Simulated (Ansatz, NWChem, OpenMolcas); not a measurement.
# How methods differ on BI3 (boron triiodide)

The species is BI3 (4 atoms), meant as a singlet with charge 0. As SMILES, `IB(I)I`. Geometry: relaxed at PBE0-D4/def2-TZVP.

Quantity: the vertical energy of the triplet above the singlet, in eV. The values are calculated.

```tsv
level	kind	program	value (eV)
SVWN5/def2-SVP (core potential)	LDA	NWChem	3.19
revPBE/def2-SVP (core potential)	GGA	Ansatz	3.08
M06-2X/def2-SVP (core potential)	hybrid meta-GGA	OpenMolcas	3.75
PBE0/def2-SVP (core potential)	global hybrid	OpenMolcas	3.32
CAM-B3LYP/def2-SVP (core potential)	range-separated hybrid	Ansatz	3.58
B2PLYP/def2-SVP (core potential)	double hybrid	Ansatz	3.59
RPA@PBE/def2-SVP (core potential)	RPA	Ansatz	3.30
MP2/def2-SVP (core potential)	perturbation theory	NWChem	4.25
BCCD(T)/def2-SVP (core potential)	coupled cluster or CI	Ansatz	3.81
```

Spin-orbit coupling, which can split open shells on such heavy atoms by tenths of an eV, is left out. The values span 3.08 to 4.25 eV. In the correlated wave-function rows the outer d shell of I is correlated, in sets not made for it.
